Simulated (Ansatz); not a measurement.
Reaction: BHSCl2 (dichloroborinothioic acid, SMILES SB(Cl)Cl) → BHSCl (SMILES S[B]Cl, doublet) + Cl (doublet) (the B-Cl bond breaks)
Each species at its own B3LYP-D3(BJ)/def2-TZVP minimum (Ansatz, a quantum-chemistry and plane-wave program), one conformer.

Total energies in hartree (Ansatz). Open shells are spin-unrestricted; no spin-orbit coupling. Correlated methods leave the cores frozen. No relativity.

```tsv
species	HF/cc-pV(T+d)Z	CCSD(T)/cc-pV(T+d)Z	HF/cc-pV(Q+d)Z	CCSD(T)/cc-pV(Q+d)Z	CCSD(T)/cc-pV(D+d)Z	CCSDT(Q)/cc-pV(D+d)Z
1: BHSCl2 (dichloroborinothioic acid, SMILES SB(Cl)Cl)	-1341.98074	-1342.71243	-1341.99253	-1342.78390	-1342.48607	-1342.48838
2: BHSCl (SMILES S[B]Cl, doublet)	-882.35563	-882.85436	-882.36413	-882.90153	-882.70344	-882.70553
3: Cl (doublet)	-459.48556	-459.67356	-459.48916	-459.69449	-459.60403	-459.60445
```

Work out the bond dissociation energy (electronic) in kJ/mol: take Hartree-Fock from cc-pV(Q+d)Z, extrapolate the CCSD(T) correlation energy as X^-3 (X = 3, 4), and add CCSDT(Q) - CCSD(T) in cc-pV(D+d)Z. 1 hartree = 2625.5 kJ/mol.


Species 1: correlation (64·(-0.79137) - 27·(-0.73169))/37 = -0.83492; step -0.00231; E1 = -1341.99253 + (-0.83492) + (-0.00231) = -1342.82976
Species 2: correlation (64·(-0.53740) - 27·(-0.49873))/37 = -0.56562; step -0.00209; E2 = -882.36413 + (-0.56562) + (-0.00209) = -882.93184
Species 3: correlation (64·(-0.20533) - 27·(-0.18800))/37 = -0.21798; step -0.00042; E3 = -459.48916 + (-0.21798) + (-0.00042) = -459.70756
-1·E1 +1·E2 +1·E3 = 0.19036 hartree = 499.8 kJ/mol.
